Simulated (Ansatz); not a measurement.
OTi, SMILES [Ti]=[O] (connectivity only; charge and spin as stated), neutral, multiplicity 3.

Geometry: PBE0-D3(BJ)/def2-TZVPD. The multiplicity is an assumed one; other spin states were not compared.

Two levels are set side by side: PBE/def2-TZVPD (Ansatz, a program for electronic structure) and CAM-B3LYP/def2-TZVPD (Ansatz). Energy differences of separate SCF runs at the same geometry; the states with an electron removed or added have multiplicity 2 and 2. Differences are taken from unrounded values.

```
quantity                          PBE
-------------------------------  ----
vertical ionisation energy (eV)  6.93
vertical electron affinity (eV)  0.95
```

Problem. These are the PBE values. What does CAM-B3LYP give? (The exact figures need the calculation; the answer reports its results.)

Solution. 
```csv
quantity,CAM-B3LYP,PBE minus CAM-B3LYP
vertical ionisation energy (eV),7.00,-0.07
vertical electron affinity (eV),1.06,-0.12
```
